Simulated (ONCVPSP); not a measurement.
# Before and after: ONCV potential for chlorine

ONCVPSP 4.0.1 input, shortened (lines: element, Z, core and valence counts, functional; n l f; lmax; l rc ep ncon nbas qcut; lloc lpopt rc5 dvloc0; l nproj debl; icmod fcfact rcfact), PBE, scalar-relativistic:

```
  Cl 17.00    3    2        4      upf
    1    0    2.00
    2    0    2.00
    2    1    6.00
    3    0    2.00
    3    1    4.00
    1
    0    1.30    0.00    5    9    5.10
    1    1.50    0.00    5    9    5.70
    4    1    0.85    0.00
    0    2    0.50
    1    3    0.80
    3    5.50    1.00
```

In the s channel the program set the typed energies aside and used -1.179, 0.250 Ha.

Change: p: rc 2.18.

Cutoffs: the cutoffs (Ha) at which the residual kinetic energy of the hardest occupied pseudo-wave falls to 1 and 0.1 mHa per electron; they do not see the model core or the augmentation charge, which bear on the density cutoff. Errors are all-electron minus pseudo energies relative to the spin-unpolarised reference configuration.

Problem. How do hardness, ghosts and transferability respond?

Solution. The potential gets neither clearly harder nor softer (25 Ha and 90 Ha → 25 Ha and 90 Ha); the bound ghost in p disappears; of the 4 tests that both files solve, the error grows in 1 and shrinks in 3 by more than 15 % and 0.3 meV (median size 2.2 → 1.6 meV).

| quantity | base | changed |
| --- | --- | --- |
| cutoff, loose | 25 Ha | 25 Ha |
| cutoff, tight | 90 Ha | 90 Ha |
| loose cutoff by channel | s 25 Ha, p 11 Ha | s 25 Ha, p 7.8 Ha |
| bound ghosts | p | none |
| GHOST(+) flags under 300 eV | s at 115.8 eV | s at 115.8 eV |
| error for 3s2 3p5, meV [ΔE -13.88 eV] | +2.0 | +0.5 |
| error for 3s2 3p3, meV [ΔE 25.45 eV] | +2.4 | -1.8 |
| error for 3s2 3p2, meV [ΔE 63.75 eV] | +26 | +1.4 |
| error for 3s1 3p5, meV [ΔE 12.71 eV] | -0.1 | +3.8 |
| s: phases at 1.32 bohr within 0.05 rad from the reference energy up to (Ha; the scan ends near 5) | 3.8 | 3.8 |
| rms error of d²Exc/dni dnj with the model core, mHa | 1.52 | 1.55 |

 A true bound ghost makes a file unfit for plane-wave use even where its test errors are small: the radial tests pick states by their node count and pass the ghost by.
